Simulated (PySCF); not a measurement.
## Correlation energy of Mo⁺ (molybdenum, charge +1)

[Kr] 4d4 5s1, high-spin 6D determinant (an excited configuration). Calculation: PySCF 2.14, in ANO-RCC-VTZP; scalar relativity by spin-free X2C-1e. Frozen: [Kr]; 5 electrons correlated.

```json
{"level": "CCSD", "correlation energy (mhartree)": "-58.87"}
{"level": "(T)", "correlation energy (mhartree)": "-0.95"}
{"level": "CCSD(T)", "correlation energy (mhartree)": "-59.82"}
```

Diagnostics: T1 = 0.0050, D1 = 0.0147, largest double amplitude 0.028.

Cost of the coupled-cluster step: of the order of 1.4 core-seconds, for 5 correlated electrons.

Iterations:

```
CC2 = 0
CCSD nocc = (np.int64(5), np.int64(0)), nmo = (50, 50)
frozen orbitals [[0, 1, 2, 3, 4, 5, 6, 7, 8, 9, 10, 11, 12, 13, 14, 15, 16, 17], [0, 1, 2, 3, 4, 5, 6, 7, 8, 9, 10, 11, 12, 13, 14, 15, 16, 17]]
max_cycle = 100
direct = 0
conv_tol = 1e-08
conv_tol_normt = 1e-06
diis_space = 8
diis_start_cycle = 0
Init t2, MP2 energy = -0.0515966035485745
Init E_corr(UCCSD) = -0.0515966035572372
cycle = 1  E_corr(UCCSD) = -0.0576695311044682  dE = -0.00607292755  norm(t1,t2) = 0.0223905
cycle = 2  E_corr(UCCSD) = -0.0585919299437378  dE = -0.000922398839  norm(t1,t2) = 0.00660305
cycle = 3  E_corr(UCCSD) = -0.058896569170689  dE = -0.000304639227  norm(t1,t2) = 0.00271437
cycle = 4  E_corr(UCCSD) = -0.0588678874050943  dE = 2.86817656e-05  norm(t1,t2) = 0.000511604
cycle = 5  E_corr(UCCSD) = -0.0588726775636795  dE = -4.79015859e-06  norm(t1,t2) = 0.000148653
cycle = 6  E_corr(UCCSD) = -0.058872619000541  dE = 5.85631385e-08  norm(t1,t2) = 2.24214e-05
cycle = 7  E_corr(UCCSD) = -0.0588725973494906  dE = 2.16510503e-08  norm(t1,t2) = 4.94199e-06
cycle = 8  E_corr(UCCSD) = -0.0588725752157424  dE = 2.21337482e-08  norm(t1,t2) = 1.14452e-06
cycle = 9  E_corr(UCCSD) = -0.0588725843521843  dE = -9.13644189e-09  norm(t1,t2) = 3.02539e-07
UCCSD converged
E(UCCSD) = -4045.852489275015  E_corr = -0.05887258435218432
UCCSD(T) correction = -0.000952715291722817
```
